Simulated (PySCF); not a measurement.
**Ni²⁺ (nickel, charge +2) across methods**

[Ar] 3d7 4s1, high-spin 5F determinant (an excited configuration). Calculation: PySCF 2.14, in x2c-QZVPPall with one added diffuse shell each of s, p, d, f, g type (12s8p7d5f3g, 133 functions); scalar relativity by spin-free X2C-1e.

```csv
method,E (hartree),mean ε 3d α (eV),mean ε 3d β (eV),mean ε 4s α (eV),Σ⟨r²⟩ (bohr²),⟨S²⟩
PW91,-1519.527,-36.576,-33.700,-24.829,19.01,6.000
PBE,-1519.147,-36.469,-33.539,-24.716,19.02,6.000
PBE0,-1519.175,-39.564,-36.377,-25.577,18.96,6.001
B3LYP,-1519.444,-38.964,-36.030,-25.538,18.97,6.001
r2SCAN,-1519.380,-37.074,-34.016,-25.033,18.92,6.001
UHF,-1518.09822,-48.012,-43.893,-27.656,19.01,6.002
PBEsol,-1517.822,-36.497,-33.385,-24.755,19.00,6.000
LDA,-1516.590,-36.767,-33.550,-25.025,18.99,6.000
```
